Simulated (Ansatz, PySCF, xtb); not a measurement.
Gas-phase reaction R1 + R2 → P1, each structure at its B3LYP-D3(BJ)/def2-TZVP stationary point, reached from a drawn start (curvature not checked).
R1: C2H4 (SMILES C=C), charge 0, multiplicity 1.
R2: SiH2 (SMILES [SiH2]), charge 0, multiplicity 1.
P1, C2H6Si (SMILES C1C[SiH2]1) (charge 0, multiplicity 1):
```xyz
9

C     -0.62643     0.70738     0.20010
C     -0.51607    -0.75080    -0.32070
Si     1.09928     0.04170     0.11605
H     -1.10125     0.83536     1.16599
H     -0.94637     1.44989    -0.52178
H     -0.76827    -0.90621    -1.36328
H     -0.92310    -1.52073     0.32448
H      1.78464    -0.35061     1.35952
H      1.99748     0.49403    -0.96028
```

P less R. No zero-point or thermal terms.

Cores are frozen in the correlated methods. CBS(a, b) extrapolates the correlation energy as X⁻³ and adds the Hartree–Fock energy of set b.

Codes used: Ansatz (an electronic-structure program) with Gaussian orbitals; PySCF for the D3/D4 terms; xtb for the GFN methods. All values are computed, each at the level named.

```json
[
 {"level": "GFN2-xTB", "reaction energy (kcal/mol)": "-39.54"},
 {"level": "HF/cc-pV(Q+d)Z", "reaction energy (kcal/mol)": "-36.62"},
 {"level": "r2SCAN/def2-TZVPP", "reaction energy (kcal/mol)": "-55.79"},
 {"level": "PBE0/def2-TZVPP", "reaction energy (kcal/mol)": "-53.79"},
 {"level": "CAM-B3LYP-D4/def2-TZVPP", "reaction energy (kcal/mol)": "-48.40"},
 {"level": "wB97M-V/def2-TZVPP", "reaction energy (kcal/mol)": "-48.77"},
 {"level": "MP2/cc-pV(Q+d)Z", "reaction energy (kcal/mol)": "(withheld)"},
 {"level": "CCSD/cc-pV(Q+d)Z", "reaction energy (kcal/mol)": "(withheld)"},
 {"level": "CCSD(T)/CBS(cc-pV(T+d)Z, cc-pV(Q+d)Z)", "reaction energy (kcal/mol)": "(withheld)"}
]
```

**Question.** Fill in the missing entries.

**Answer.** 
- MP2/cc-pV(Q+d)Z, reaction energy (kcal/mol): -54.74
- CCSD/cc-pV(Q+d)Z, reaction energy (kcal/mol): -46.05
- CCSD(T)/CBS(cc-pV(T+d)Z, cc-pV(Q+d)Z), reaction energy (kcal/mol): -48.92
